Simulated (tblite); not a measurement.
Compound: C₅H₇Cl₂O (doublet state).
Geometry (GFN2-xTB, Å), atoms numbered from 1 in this order:
```xyz
15
C5H7Cl2O angstrom
C      2.3347    1.3811   -0.9709
C      1.6630    0.2914   -0.5008
C      0.3189    0.3058   -0.1691
C     -0.4130   -0.8355    0.3780
Cl     0.1052   -2.3903   -0.3124
Cl    -0.0588   -0.9297    2.1975
C     -1.9358   -0.7131    0.2492
O     -2.4142    0.4631    0.8227
H      3.3807    1.3338   -1.2110
H      1.8348    2.3234   -1.1114
H      2.1998   -0.6411   -0.3836
H     -0.2499    1.2213   -0.2439
H     -2.4063   -1.6024    0.6906
H     -2.1944   -0.6682   -0.8124
H     -2.1694    0.4684    1.7584
```

All values are computed: GFN2-xTB (tblite) harmonic vibrations without scaling, gas phase. Errors from tens to a few hundred cm⁻¹ against measured bands are possible. One conformer, not necessarily the lowest. Open shells enter through the occupations alone, without spin polarisation, and single modes of such species can be off by tens of per cent.

Harmonic wavenumbers (cm⁻¹): 56.5, 101.6, 116.8, 143.7, 192.2, 226.3, 281.9, 319.7, 335.9, 382.1, 419.8, 481.1, 528.6, 553.8, 673.2, 751.8, 810.6, 915.4, 970.9, 983.3, 1011.0, 1102.2, 1131.4, 1175.3, 1236.9, 1256.3, 1303.4, 1324.1, 1333.9, 1433.8, 1460.2, 1494.2, 2897.0, 2977.1, 3064.5, 3083.1, 3117.5, 3159.0, 3484.6.

A = 1553, B = 1066, C = 925.9 MHz; mass 152.987 u (most abundant isotopes); point group C1, symmetry number 1; spin multiplicity 2.

Problem. Zero-point energy?

Solution. ½Σν̃ = 23145 cm⁻¹ = 66.18 kcal/mol.

Problem. Give the ideal-gas entropy at 273.15 K and 1 bar in the rigid-rotor, harmonic-oscillator model (classical rotation).

Solution. Translation 40.58, rotation 29.47, vibration 24.99, spin (R ln 2) 1.38: S = 96.4 cal/(mol K).

Problem. And Cp and H(273.15 K) − H(0)?

Solution. Cp = 34.53 cal/(mol K), of which vibrations give 26.58 (their classical limit is 39 R = 77.5); H(273.15 K) − H(0) = 5.92 kcal/mol without the zero-point energy, 3.75 from vibrations.

Problem. Which modes carry the vibrational entropy at 273.15 K?

Solution. 56.5 cm⁻¹: 4.40; 101.6 cm⁻¹: 3.25; 116.8 cm⁻¹: 2.98; 143.7 cm⁻¹: 2.59; 192.2 cm⁻¹: 2.05; 226.3 cm⁻¹: 1.75 cal/(mol K); the other 33 give 7.97 together.

Problem. Blend soft modes into free rotors: weight 1/[1 + (100 cm⁻¹/ν̃)⁴] for the oscillator and the rest for a rotor with moment μB/(μ + B), μ = h/(8π²ν), B = 10⁻⁴⁴ kg m². What vibrational entropy results?

Solution. 23.65 cal/(mol K) in place of 24.99, which changes −T·S at 273.15 K by +0.37 kcal/mol.

Problem. What must be added to the electronic energy to get the Gibbs energy at 273.15 K and 1 bar?

Solution. ZPE + [H(273.15 K) − H(0)] − T·S = 66.18 + 5.92 − 26.34 = 45.76 kcal/mol.

Hindered rotation and anharmonicity are outside this model. Other conformers, if any are populated, would add a mixing term that is left out. The structure is chiral; the term R ln 2 for an equal mix with its mirror image is left out.
